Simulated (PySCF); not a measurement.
CHCl$_{2}$, doublet, at a GFN2-xTB geometry; CCSD/3-21G in PySCF.

Here is a job for PySCF.
```python
from pyscf import gto, scf, cc

mol = gto.Mole()
mol.atom = '''
    C     0.142773   -0.008963    0.683594
    Cl   -0.047223    1.456210   -0.146080
    Cl   -0.053449   -1.451828   -0.182907
    H     0.854782   -0.020714    1.491206
'''
mol.basis = '3-21g'
mol.charge = 0
mol.spin = 1
mol.verbose = 5
mol.build()

mf = scf.UHF(mol)
mf.kernel()

mycc = cc.CCSD(mf)
mycc.kernel()
print('E(CCSD) = %.10f' % mycc.e_tot)
mf.analyze()
```

The log (banner, timings and long lists left out):

```
PySCF version 2.14.0

[INPUT] verbose = 5
[INPUT] max_memory = 4000
[INPUT] num. atoms = 4
[INPUT] num. electrons = 41
[INPUT] charge = 0
[INPUT] spin (= nelec alpha-beta = 2S) = 1
[INPUT] symmetry False subgroup None
[INPUT] Mole.unit = angstrom
[INPUT] Symbol           X                Y                Z      unit          X                Y                Z       unit  Magmom
[...]
[INPUT] ---------------- BASIS SET ----------------
[INPUT] l, kappa, [nprim/nctr], expnt,             c_1 c_2 ...
[INPUT] Cl
[...]
                                207.857           0.380363
                                45.1554           0.67819
[...]
                                13.9765           0.0511338
                                3.8871            0.991337
[...]
                                0.526955          1.18252
[...]
                                13.9765           0.458682
                                3.8871            0.601962
[...]
                                0.526955          0.822321
[...]
[INPUT] H
[...]
                                0.824547          0.904691
[...]
[INPUT] C
[...]
                                25.9109           0.358794
                                5.53335           0.700713
[...]
                                0.770545          1.21584
[...]
                                0.770545          0.860619
[...]
nuclear repulsion = 126.795119409254
number of shells = 21
number of NR pGTOs = 72
number of NR cGTOs = 37
basis = 3-21g
ecp = {}

******** <class 'pyscf.scf.uhf.UHF'> ********
method = UHF
initial guess = minao
damping factor = 0
level_shift factor = 0
DIIS = <class 'pyscf.scf.diis.CDIIS'>
diis_start_cycle = 1
diis_space = 8
diis_damp = 0
SCF conv_tol = 1e-09
SCF conv_tol_grad = None
SCF max_cycles = 50
direct_scf = True
direct_scf_tol = 1e-13
number electrons alpha = 21  beta = 20
Set gradient conv threshold to 3.16228e-05
E1 = -1567.6643314124262  E2 = 488.30592445702837  Ecoul = 548.856404006447  Exc = -60.55047954941858
init E= -952.563287546144
cond(S) = 106.92195053815789

  alpha mo_energy =
[-1.04171318e+02 -1.04171070e+02 -1.12315929e+01 -1.05691234e+01
 -1.05686633e+01 -8.02926310e+00 -8.02910195e+00 -8.02620235e+00
 -8.02619242e+00 -8.02609644e+00 -8.02608780e+00 -1.44188714e+00
 -1.16488075e+00 -8.76101215e-01 -6.08213837e-01 -5.82182826e-01
 -5.28155029e-01 -4.44206478e-01 -4.13593700e-01 -4.02973942e-01
 -7.02819444e-02  9.96858779e-02  2.22982085e-01  2.92673191e-01
[...]
converged SCF energy = -952.744339560153  <S^2> = 0.76445252  2S+1 = 2.0144007
E(UCCSD) = -952.9404691348127  E_corr = -0.1961295746593967
E(CCSD) = -952.9404691348
Total Energy =                        -952.744339560153321
[...]
2 Cl 3px        -0.01623   0.00629
2 Cl 3py         0.04830   0.04669
2 Cl 3pz         0.00114   0.03018
2 Cl 4px        -0.06654  -0.00119
2 Cl 4py         0.01447   0.01415
2 Cl 4pz        -0.08256   0.00353
3 H 1s          -0.34529   0.11049
3 H 2s           0.74407  -0.06066

To work with the spin densities directly, `use mulliken_meta_spin()` only printing them here.

 ** Mulliken spin pop alpha/beta on meta-lowdin orthogonal AOs **
 ** Mulliken Spin Density (per AO)  **
spin_pop of  0 C 1s       -0.00001
spin_pop of  0 C 2s        0.11830
spin_pop of  0 C 3s        0.00050
spin_pop of  0 C 2px       0.63058
spin_pop of  0 C 2py       0.04849
spin_pop of  0 C 2pz       0.23408
spin_pop of  0 C 3px       0.00147
spin_pop of  0 C 3py      -0.00000
spin_pop of  0 C 3pz       0.00072
spin_pop of  1 Cl 1s        0.00000
spin_pop of  1 Cl 2s        0.00000
spin_pop of  1 Cl 3s        0.00419
spin_pop of  1 Cl 4s        0.00094
spin_pop of  1 Cl 2px       0.00000
spin_pop of  1 Cl 2py      -0.00000
spin_pop of  1 Cl 2pz      -0.00000
spin_pop of  1 Cl 3px       0.04521
spin_pop of  1 Cl 3py      -0.04935
spin_pop of  1 Cl 3pz       0.00614
spin_pop of  1 Cl 4px       0.00080
spin_pop of  1 Cl 4py       0.00035
spin_pop of  1 Cl 4pz       0.00037
spin_pop of  2 Cl 1s        0.00000
spin_pop of  2 Cl 2s        0.00000
spin_pop of  2 Cl 3s        0.00419
spin_pop of  2 Cl 4s        0.00094
spin_pop of  2 Cl 2px       0.00000
spin_pop of  2 Cl 2py      -0.00000
spin_pop of  2 Cl 2pz      -0.00000
spin_pop of  2 Cl 3px       0.04505
spin_pop of  2 Cl 3py      -0.04808
spin_pop of  2 Cl 3pz       0.00502
spin_pop of  2 Cl 4px       0.00080
spin_pop of  2 Cl 4py       0.00035
spin_pop of  2 Cl 4pz       0.00038
spin_pop of  3 H 1s       -0.05209
spin_pop of  3 H 2s        0.00065
 ** Mulliken Spin Density (per atom)  **
spin density of  0 C =      1.03413
spin density of  1 Cl =      0.00865
spin density of  2 Cl =      0.00865
spin density of  3 H =     -0.05144
 ** Mulliken pop alpha/beta on meta-lowdin orthogonal AOs **
 ** Mulliken pop       alpha | beta **
[...]
In total            21.00000 | 20.00000
 ** Mulliken atomic charges   ( Nelec_alpha | Nelec_beta ) **
charge of  0C =     -0.14160  (     3.58786      2.55373 )
charge of  1Cl =     -0.00326  (     8.50596      8.49730 )
charge of  2Cl =     -0.00326  (     8.50596      8.49730 )
charge of  3H =      0.14812  (     0.40022      0.45166 )
Dipole moment(X, Y, Z, Debye):  0.91193, -0.01721,  1.20438
```
